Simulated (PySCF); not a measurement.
C2H5O, SMILES [CH2]OC, multiplicity 2.

The structure is a stationary point at B3LYP-D3(BJ)/def2-TZVP. The isomer is the one that the SMILES or the coordinates give; other isomers of the formula were not compared.

These are PBE/def2-TZVPD (PySCF) values and carry that method's errors.

Isolated molecule, no solvent.

Computed frontier levels, dipole moment and polarisability:
```json
{
  "α spin, highest occupied and lowest empty level": "-3.72 and -0.19 eV",
  "β spin, highest occupied and lowest empty level": "-7.57 and -1.98 eV",
  "dipole_moment": "1.31 D",
  "quadrupole, principal values (traceless, Buckingham form, about the centre of nuclear charge)": "-2.49, -0.67, 3.15 D·Å",
  "mean_static_polarisability": "36.4 bohr³ (5.40 Å³)",
  "polarisability_principal_values": "32.6, 33.4, 43.3 bohr³",
  "⟨S²⟩": "0.753 (pure state 0.75)"
}
```
